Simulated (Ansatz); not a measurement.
H2B2O, SMILES `[H]/B=B/O` (charge 0, multiplicity 1).

Cartesian coordinates (Å):
```xyz
5

B      1.2967     0.0084     0.3012
B     -0.1856    -0.1272     0.0424
O     -1.4614    -0.3115    -0.2379
H      2.4346     0.1493     0.5313
H     -2.0842     0.2810     0.2049
```
Charge 0, multiplicity 1.

Frozen-core energies in 6-31g from Ansatz (a first-principles code) at a geometry from B3LYP-D3(BJ)/def2-TZVP; the HF reference has <S^2> = 0.00 (restricted, and unstable towards unrestricted orbitals) and the T1 diagnostic is 0.019.

```tsv
level	energy (Ha)
HF	-125.24284
MP2	-125.45701
CCSD	-125.48169
CCSD(T)	-125.48783
```

**Question.** Estimate the energies of CCSDT, CCSDT(Q) and CCSDTQ, and give each level's difference from CCSDTQ.

**Answer.** 
```
level     energy (Ha)  difference from CCSDTQ (mHa)
--------  -----------  ----------------------------
MP2        -125.45701                         32.62
CCSD       -125.48169                          7.93
CCSD(T)    -125.48783                          1.79
CCSDT      -125.48883                          0.80
CCSDT(Q)   -125.48965                         -0.02
CCSDTQ     -125.48962                          0.00
```
